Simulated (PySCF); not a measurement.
[Ti(H)4], neutral singlet in the gas phase. 

Z-matrix (Å, degrees):
```
Ti
H 1 1.7022
H 1 1.7022 2 109.47
H 1 1.7022 2 109.47 3 -120.00
H 1 1.7022 2 109.47 4 -120.00
```
Charge 0, multiplicity 1.

All levels are single points at this geometry (BP86-D3(BJ)/def2-SVP); Pople sets use spherical d functions. Orbital energies aren't observables, and empty levels follow the basis.

```json
[
 {"level": "B3LYP-D3(BJ)/def2-TZVP in PySCF", "HOMO (eV)": "-8.63", "LUMO (eV)": "-3.25", "gap (eV)": "5.39", "dipole (D)": "0.00", "vertical IE, Delta-SCF (eV)": "–"},
 {"level": "TPSSh-D3(BJ)/def2-TZVP in PySCF", "HOMO (eV)": "-8.23", "LUMO (eV)": "-3.60", "gap (eV)": "4.63", "dipole (D)": "0.00", "vertical IE, Delta-SCF (eV)": "–"},
 {"level": "B3LYP/6-31G* (LANL2DZ on Ti) in PySCF", "HOMO (eV)": "-8.96", "LUMO (eV)": "-3.62", "gap (eV)": "5.33", "dipole (D)": "0.00", "vertical IE, Delta-SCF (eV)": "11.46"},
 {"level": "M06-2X/6-31G* (LANL2DZ on Ti) in PySCF", "HOMO (eV)": "-10.36", "LUMO (eV)": "-2.32", "gap (eV)": "8.04", "dipole (D)": "0.00", "vertical IE, Delta-SCF (eV)": "–"},
 {"level": "SVWN5/6-31G* (LANL2DZ on Ti) in PySCF", "HOMO (eV)": "-7.76", "LUMO (eV)": "-4.93", "gap (eV)": "2.83", "dipole (D)": "0.00", "vertical IE, Delta-SCF (eV)": "–"},
 {"level": "HF/6-31G* (LANL2DZ on Ti) in PySCF", "HOMO (eV)": "-12.60", "LUMO (eV)": "0.00", "gap (eV)": "12.60", "dipole (D)": "0.00", "vertical IE, Delta-SCF (eV)": "–"}
]
```
